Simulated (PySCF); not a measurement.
Property card for `CC#CC1=C[CH]C(Cl)=C1` [radical]

Compound: C₈H₆Cl (doublet state).
Atom-mapped SMILES: `[CH3:1][C:2]#[C:3][C:4]1=[CH:5][CH:6][C:7]([Cl:8])=[CH:9]1` (hydrogens: H10, H11, H12 on C1; H13 on C5; H14 on C6; H15 on C9)

From GFN2-xTB geometry:

- Rotational constants A, B, C of the GFN2-xTB geometry: 5.215, 0.556, 0.504 GHz

UKS B3LYP, pcH-1 on C Cl H, non-relativistic, mean-field spin-orbit, GIAO (PySCF):

* Isotropic g value: 2.00455
* Principal g values: 2.00194, 2.00514, 2.00658
* Spin squared ⟨S²⟩: 0.770
* Largest Mulliken spin population: 0.42 on C4
* Largest isotropic hyperfine couplings (means over sets of like nuclei): 13C -38.8 (C3), 13C +34.6 (C4), 13C +33.8 (C7), 13C -30.9 (C9), 1H +27.5 (H10/H11/H12) MHz

Monoisotopic mass (most abundant isotopes): 137.0158 u.

⟨S²⟩ is 0.020 above the pure-spin value S(S + 1) = 0.75. g_iso is shifted by about +2230 ppm from the free-electron value 2.002319; the principal values span 0.0046. The rotational constants make it an asymmetric top with κ = (2B − A − C)/(A − C) = -0.98, nearer the prolate limit (−1). With B = h/(8π²I), that is 505.379 GHz u Å² over I, the principal moments of inertia are 96.9, 909.1 and 1002.8 u Å² (most abundant isotopes); the inertial defect Ic − Ia − Ib is -3.2 u Å² (zero for a rigid planar frame, negative otherwise). At 9.50 GHz, hν = g·μB·B₀ (B₀ the magnetic field) puts the centre of the isotropic spectrum, to first order, at 338.6 mT.

Isolated species at its GFN2-xTB geometry, gas phase. Hyperfine couplings depend on the geometry, which wasn't re-optimised at a DFT level. The unpaired spin is shared among atoms: the largest Mulliken spin population is 0.42. Couplings of like nuclei are plain means over topologically equivalent atoms, as if these changed places fast (by rotation of a methyl-like group, say); in this geometry the members of some sets differ.

For the EPR job (B3LYP), time: 1.8 min (grids of density and orbitals included); peak memory 0.98 GiB. Hardware: one thread, Arm Neoverse V1 (aarch64), shared host with 32 logical CPUs at a one-minute load of 13.
